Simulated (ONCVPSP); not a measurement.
**PBE ONCV dataset for hydrogen, non-relativistic all-electron reference.**

hydrogen (H), optimised norm-conserving Vanderbilt (ONCV), made with ONCVPSP 4.0.1 (PBE, non-relativistic). Core none, reference 1s1. Waves: 1s: rc 0.75 bohr, ncon 4, nbas 7, qcut 8 1/bohr, local; p scattering state at 0.16 Ha: rc 0.75 bohr, ncon 5, nbas 9, qcut 14 1/bohr, 2 projectors, debl 1.9 Ha. Local part: the s channel. Core correction: none.

Results:

- Cutoffs needed: 25 Ha and 70 Ha (the cutoffs (Ha) at which the residual kinetic energy of the hardest occupied pseudo-wave falls to 1 and 0.1 mHa per electron)
- Ghost test: no bound ghost flagged; no localised positive-energy state flagged

Generation and tests took about 1.9 s on one core of a shared server CPU.
